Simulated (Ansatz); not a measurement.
Ansatz (a first-principles code) input (PBE0/def2-SVP):

Ansatz 0.2 input:
```yaml
crystal:
  periodic: [false, false, false]
  atoms:
    - {symbol: Mo, position_ang: [0.06272562, -0.02080407, -0.01490066]}
    - {symbol: O, position_ang: [1.60359184, -0.53185974, -0.38093799]}
    - {symbol: F, position_ang: [-0.74769937, -0.40729358, 1.63935169]}
    - {symbol: F, position_ang: [-0.97043517, 0.97714344, -1.23120374]}
basis:
  gaussian:
    orbitals: def2-SVP
hamiltonian:
  xc: {name: PBE0}
magnetization: {spin_polarized: true, initial_magnetization: 2}
```

End of the output:

```
integrals: 0.03 GiB planned
709 factors; integrals over basis functions are off by at most 1.2e-3 eV
mean field: 0.34 GiB planned
mean field evaluation 1: about -9317.3717 eV, gradient 4.9e1 eV
mean field evaluation 2: about -9204.9991 eV, gradient 1.7e2 eV
mean field evaluation 4: about -9324.8058 eV, gradient 1.6e1 eV
mean field evaluation 8: about -9325.8261 eV, gradient 4.6e-1 eV
mean field evaluation 16: about -9325.8286 eV, gradient 5.1e-4 eV
mean field -9325.82856758 eV, -342.7178785848 hartree, gradient 4.4e-5 eV, S^2 2.021031; 0 other end points of the search recorded, 0 dependent functions left out
reference -9325.82861710 eV, -342.7178804048 hartree; 21, 19 occupied and 52, 54 virtual orbitals, 709 factors
Total energy: -9325.82861710 eV, -342.7178804048 hartree
```

The spin state was set by rule; other spins were not relaxed.
